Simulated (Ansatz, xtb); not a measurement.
# C6H6OS: which of two isomers lies lower

Structure X: `Cc1ccc(C=O)s1`, a singlet. Structure Y: `Cc1sccc1C=O`, a singlet. Both are isolated molecules in the gas phase, relaxed with B3LYP-D3(BJ)/def2-SVP; the shapes shown needn't be the lowest conformers.

X (Å):

```xyz
14

C    -3.3272   -0.3035    0.2700
C    -1.9308    0.0341    0.6902
C    -1.4392    0.1465    1.9768
C    -0.0613    0.4816    2.0185
C     0.4936    0.6238    0.7605
C     1.8711    0.9613    0.4221
O     2.3065    1.0740   -0.7039
S    -0.6918    0.3423   -0.4873
H    -3.9594   -0.4622    1.1552
H    -3.7766    0.5040   -0.3309
H    -3.3568   -1.2209   -0.3404
H    -2.0601   -0.0096    2.8603
H     0.5149    0.6166    2.9358
H     2.5231    1.1153    1.3215
```

Y (Å):

| atom | x (Å) | y (Å) | z (Å) |
| --- | --- | --- | --- |
| C | -2.7878 | 0.6793 | 0.1223 |
| C | -1.6440 | 0.0847 | 0.8900 |
| C | -0.2277 | -1.3202 | 2.4075 |
| C | 0.4984 | -0.3604 | 1.7639 |
| C | -0.3043 | 0.4502 | 0.8917 |
| C | 0.2525 | 1.5495 | 0.0921 |
| O | 1.4220 | 1.8702 | 0.0935 |
| S | -1.9060 | -1.2508 | 1.9594 |
| H | -3.7290 | 0.1551 | 0.3403 |
| H | -2.9313 | 1.7417 | 0.3766 |
| H | -2.6157 | 0.6178 | -0.9641 |
| H | 0.1156 | -2.0684 | 3.1202 |
| H | 1.5708 | -0.2047 | 1.8810 |
| H | -0.4874 | 2.0990 | -0.5444 |

**Question.** Estimate E(Y) − E(X) at the level CCSD(T)/def2-SVP + ΔMP2/def2-TZVPP.

**Answer.** CCSD(T)/def2-SVP + ΔMP2/def2-TZVPP gives E(Y) − E(X) = +1.33 kcal/mol, slightly favouring structure X, which is too small a margin to settle the true order.

How the difference moves with the method:

```tsv
level	geometry	E(Y) − E(X) (kcal/mol)	departure from the last row (kcal/mol)	job, with rough time for the two
GFN2-xTB	GFN2-xTB	+0.96	−0.37	optimisation, 0.16 s
HF/STO-3G	GFN2-xTB	+0.60	−0.73	single point, 0.66 s
r2SCAN-D4/def2-SVP	GFN2-xTB	+2.55	+1.22	single point, 4.6 s
B3LYP-D3(BJ)/def2-SVP	B3LYP-D3(BJ)/def2-SVP	+2.00	+0.67	optimisation, 49 s
HF/def2-SVP	B3LYP-D3(BJ)/def2-SVP	+1.46	+0.14	part of the CCSD(T) run
MP2/def2-SVP	B3LYP-D3(BJ)/def2-SVP	+1.89	+0.56	part of the CCSD(T) run
CCSD(T)/def2-SVP	B3LYP-D3(BJ)/def2-SVP	+1.36	+0.03	single point
CCSD(T)/def2-SVP + ΔMP2/def2-TZVPP	B3LYP-D3(BJ)/def2-SVP	+1.33		single point, 1.9 min
```

As drawn, both hold the same kinds of bond in the same numbers.

The largest departure from CCSD(T)/def2-SVP + ΔMP2/def2-TZVPP is that of r2SCAN-D4/def2-SVP, 1.22 kcal/mol. The last row adds to CCSD(T) the change of the MP2 difference between the two basis sets, here −0.03 kcal/mol.

With thermal terms from frequencies at re-optimised GFN2-xTB minima (ideal gas, soft modes damped towards free rotors, one conformer each, 298.15 K, 1 atm): the zero-point term adds +0.06 kcal/mol; ΔH is +1.34 and ΔG +1.50 kcal/mol.

The correlated steps freeze 12 core orbitals. Run with Ansatz 0.2.0, xtb 6.7.1; the last row on 2 threads of Intel(R) Xeon(R) Platinum 8488C (Sapphire Rapids) on a shared host.
